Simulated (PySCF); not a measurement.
# Mayer bond orders and bond lengths

Compound: benzoxazole, C7H5NO.
SMILES with atom numbers: `[cH:1]1[cH:2][cH:3][c:4]2[o:5][cH:6][n:7][c:8]2[cH:9]1` (hydrogens: H10 on C1; H11 on C2; H12 on C3; H13 on C6; H14 on C9)

Bond orders from the PBE0/pcSseg-1 density (PySCF). Geometry: GFN2-xTB; no solvent, vibrations or thermal averaging.

Q: Where do the orders between heavy atoms depart from those drawn in the SMILES?

A: The largest departure is 0.540, at C4–O5 (drawn aromatic, 0.960), counting aromatic bonds as 1.5. The bonds drawn aromatic range from 0.96 to 1.75.

Q: Set the Mayer orders of the bonds beside their lengths.

A: 
```json
{"bond": "C1–C2", "drawn as": "aromatic", "length (Å)": "1.396", "Mayer order": "1.411"}
{"bond": "C2–C3", "drawn as": "aromatic", "length (Å)": "1.382", "Mayer order": "1.464"}
{"bond": "C3–C4", "drawn as": "aromatic", "length (Å)": "1.383", "Mayer order": "1.397"}
{"bond": "C4–O5", "drawn as": "aromatic", "length (Å)": "1.359", "Mayer order": "0.960"}
{"bond": "O5–C6", "drawn as": "aromatic", "length (Å)": "1.348", "Mayer order": "1.100"}
{"bond": "C6–N7", "drawn as": "aromatic", "length (Å)": "1.282", "Mayer order": "1.750"}
{"bond": "N7–C8", "drawn as": "aromatic", "length (Å)": "1.379", "Mayer order": "1.206"}
{"bond": "C8–C9", "drawn as": "aromatic", "length (Å)": "1.388", "Mayer order": "1.360"}
{"bond": "C9–C1", "drawn as": "aromatic", "length (Å)": "1.380", "Mayer order": "1.470"}
{"bond": "C8–C4", "drawn as": "aromatic", "length (Å)": "1.410", "Mayer order": "1.277"}
{"bond": "C1–H10", "drawn as": "single", "length (Å)": "1.080", "Mayer order": "0.961"}
{"bond": "C2–H11", "drawn as": "single", "length (Å)": "1.080", "Mayer order": "0.961"}
{"bond": "C3–H12", "drawn as": "single", "length (Å)": "1.078", "Mayer order": "0.946"}
{"bond": "C6–H13", "drawn as": "single", "length (Å)": "1.073", "Mayer order": "0.975"}
{"bond": "C9–H14", "drawn as": "single", "length (Å)": "1.077", "Mayer order": "0.953"}
```

Bonds between the same two heavy elements. C–C: lowest C8–C4 (1.277, 1.410 Å), highest C9–C1 (1.470, 1.380 Å); in 1 of the 15 pairs the longer bond (by over 0.003 Å) has the higher order (by 0.02 or more). C–O: lowest C4–O5 (0.960, 1.359 Å), highest O5–C6 (1.100, 1.348 Å). C–N: lowest N7–C8 (1.206, 1.379 Å), highest C6–N7 (1.750, 1.282 Å).

Q: Sum the orders of all bonds at each heavy atom with more than one neighbour and set the sums beside the valence in the SMILES.

A: C1 3.842 (drawn 4), C2 3.836 (drawn 4), C3 3.807 (drawn 4), C4 3.634 (drawn 4), O5 2.060 (drawn 2), C6 3.825 (drawn 4), N7 2.956 (drawn 3), C8 3.843 (drawn 4), C9 3.783 (drawn 4). Orders between atoms that aren't bonded are not in these sums.

Mayer orders depend on the basis set.
